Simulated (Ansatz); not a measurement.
Basis-set series for `C[O][W]([OH])([Cl])([Cl])([Cl])[O]C`. The species carries charge 0 and has multiplicity 1. W: def2 effective core potential. The structure was optimised at the PBE0-D4/def2-TZVP level. It is one conformer, not always the lowest.

```xyz
16

C    -1.345   -2.530   -0.262
O    -1.216   -1.214   -0.698
W    -0.250    0.328   -0.428
O    -1.650    1.506   -0.789
Cl   -0.844    0.046    1.820
Cl    1.621   -1.095   -0.413
Cl    0.260    0.684   -2.701
O     0.915    1.596    0.217
C     1.933    1.793    1.146
H    -0.390   -3.050   -0.386
H    -1.625   -2.529    0.797
H    -2.121   -3.019   -0.852
H    -1.864    1.954   -1.611
H     2.740    1.079    0.959
H     2.303    2.815    1.049
H     1.533    1.636    2.153
```

| functional | basis | functions | energy (Eh) | HOMO (eV) | LUMO (eV) |
| --- | --- | --- | --- | --- | --- |
| PBE0-D4 | def2-SVP | 191 | -1752.56685 | -8.20 | -3.84 |
| PBE0-D4 | def2-QZVPP | 786 | -1753.48258 | -8.29 | -3.86 |
| ωB97M-V | def2-SVP | 191 | -1753.06729 | -10.38 | -1.91 |
| ωB97M-V | def2-QZVPP | 786 | -1753.98784 | -10.51 | -1.95 |

Task: Give the rows for def2-TZVPP. (Estimate.)

Result: Computed: 
```json
{"functional": "PBE0-D4", "basis": "def2-TZVPP", "functions": "435", "energy (Eh)": "-1753.42442", "HOMO (eV)": "-8.25", "LUMO (eV)": "-3.82"}
{"functional": "ωB97M-V", "basis": "def2-TZVPP", "functions": "435", "energy (Eh)": "-1753.93209", "HOMO (eV)": "-10.47", "LUMO (eV)": "-1.90"}
```
